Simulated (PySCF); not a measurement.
CF, SMILES [C]F (connectivity only; charge and spin as stated), charge +1, multiplicity 1. The structure is a stationary point at PBE0-D3(BJ)/def2-TZVPD.

TDA-PBE/def2-TZVPD (PySCF 2.14.0) puts the lowest singlet excitations at 8.47, 8.47, 11.52, 11.82, 11.82, 14.70 eV and the lowest triplet (TDA) at 4.56 eV.

Problem. What are the lowest singlet roots from EOM-CCSD/aug-cc-pVDZ (PySCF)? (The exact figures need the calculation; the answer reports its results.)

Solution. 8.55, 8.55, 12.08, 12.08, 12.19, 15.02 eV; triplets 4.97, 4.97, 10.94 eV. S1 differs by 0.08 eV (second minus first; roots are paired by order, and the bases may differ).
